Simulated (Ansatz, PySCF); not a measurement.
Two conformers of C3H8S2 (SMILES CSCSC), B3LYP-D3(BJ)/def2-TZVP minima.
Conformer 1 (charge 0, multiplicity 1):
```xyz
13

C      2.02210    -0.81574    -0.49039
S      1.05126    -0.33014     0.95842
C      0.18961     1.11952     0.28321
S     -0.96684     0.82864    -1.08713
C     -2.19420    -0.20034    -0.24323
H      1.36520    -0.98198    -1.34286
H      2.52935    -1.74498    -0.23655
H      2.76581    -0.05712    -0.73521
H     -0.33691     1.56862     1.12533
H      0.91464     1.84235    -0.09085
H     -2.91292    -0.52005    -0.99586
H     -2.71366     0.36542     0.53048
H     -1.71344    -1.07422     0.19388
```
Conformer 2 (charge 0, multiplicity 1):
```tsv
atom	x (Å)	y (Å)	z (Å)
C	1.8594	0.4938	0.2742
S	1.7452	-1.1116	-0.5496
C	-0.0452	-1.2141	-0.8316
S	-1.1215	-1.1459	0.6393
C	-1.7822	0.5387	0.4979
H	2.9094	0.6492	0.5163
H	1.2795	0.4836	1.1964
H	1.5224	1.3011	-0.3771
H	-0.1976	-2.1806	-1.3091
H	-0.3694	-0.4384	-1.5253
H	-0.9966	1.2886	0.5735
H	-2.3303	0.6671	-0.4350
H	-2.4732	0.6684	1.3300
```

No zero-point or thermal terms.

Correlated levels freeze the cores.

The values were computed with Ansatz (a quantum-chemistry and plane-wave program) with Gaussian orbitals; PySCF for the dispersion terms. 

Question: Estimate the electronic energy of conformer 2 less that of conformer 1 that PBE-D4/def2-TZVPP returns for this input.

Answer: 3.1 kcal/mol
